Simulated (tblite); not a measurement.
Compound: C₃H₁₀Si.
SMILES: `C[SiH](C)C`

Computed values, GFN2-xTB/tblite, gas phase, harmonic and unscaled. The method is semi-empirical: single wavenumbers can be off by several per cent or more. Modes of hydrogen on silicon can be 10 to 20 % off.

Harmonic wavenumbers (cm⁻¹): 106.1, 121.4, 122.8, 177.2, 177.5, 216.8, 620.5, 621.0, 653.8, 745.9, 746.2, 780.7, 803.6, 804.0, 856.0, 866.4, 866.5, 1375.3, 1375.4, 1378.9, 1486.0, 1491.4, 1491.6, 1492.3, 1492.3, 1498.7, 2156.1, 3030.8, 3031.2, 3036.7, 3038.3, 3040.4, 3040.7, 3042.0, 3046.2, 3046.5.

A = 5201, B = 5194, C = 3082 MHz; mass 74.055 u (most abundant isotopes); point group C3v, symmetry number 3.

Question: Zero-point energy?

Answer: ½Σν̃ = 25939 cm⁻¹ = 310.29 kJ/mol.

Question: Give the ideal-gas entropy at 298.15 K and 1 bar in the rigid-rotor, harmonic-oscillator model (classical rotation).

Answer: Translation 162.54, rotation 98.64, vibration 80.04: S = 341.2 J/(mol K).

Question: And Cp and H(298.15 K) − H(0)?

Answer: Cp = 117.73 J/(mol K), of which vibrations give 84.47 (their classical limit is 36 R = 299.3); H(298.15 K) − H(0) = 22.89 kJ/mol without the zero-point energy, 12.97 from vibrations.

Question: How do the functions run with temperature in this model?

Answer: 
```json
{"T (K)": "100", "S (J/(mol K))": "246.2", "Cp (J/(mol K))": "67.2", "H − H(0) (kJ/mol)": "4.77", "G − H(0) (kJ/mol)": "-19.85", "ln q(vib)": "0.83"}
{"T (K)": "200", "S (J/(mol K))": "300.0", "Cp (J/(mol K))": "90.9", "H − H(0) (kJ/mol)": "12.66", "G − H(0) (kJ/mol)": "-47.34", "ln q(vib)": "2.65"}
{"T (K)": "300", "S (J/(mol K))": "342.0", "Cp (J/(mol K))": "118.2", "H − H(0) (kJ/mol)": "23.10", "G − H(0) (kJ/mol)": "-79.48", "ln q(vib)": "4.43"}
{"T (K)": "500", "S (J/(mol K))": "414.3", "Cp (J/(mol K))": "166.7", "H − H(0) (kJ/mol)": "51.83", "G − H(0) (kJ/mol)": "-155.31", "ln q(vib)": "7.88"}
{"T (K)": "800", "S (J/(mol K))": "504.4", "Cp (J/(mol K))": "217.0", "H − H(0) (kJ/mol)": "109.93", "G − H(0) (kJ/mol)": "-293.57", "ln q(vib)": "12.77"}
{"T (K)": "1000", "S (J/(mol K))": "555.5", "Cp (J/(mol K))": "240.8", "H − H(0) (kJ/mol)": "155.81", "G − H(0) (kJ/mol)": "-399.65", "ln q(vib)": "15.81"}
```

q(vib) and H(0) count from the zero-point level.

Question: What must be added to the electronic energy to get the Gibbs energy at 298.15 K and 1 bar?

Answer: ZPE + [H(298.15 K) − H(0)] − T·S = 310.29 + 22.89 − 101.74 = 231.44 kJ/mol.

Question: Blend soft modes into free rotors: weight 1/[1 + (100 cm⁻¹/ν̃)⁴] for the oscillator and the rest for a rotor with moment μB/(μ + B), μ = h/(8π²ν), B = 10⁻⁴⁴ kg m². What vibrational entropy results?

Answer: 77.94 J/(mol K) in place of 80.04, which changes −T·S at 298.15 K by +0.62 kJ/mol.

Hindered rotation and anharmonicity are outside this model.
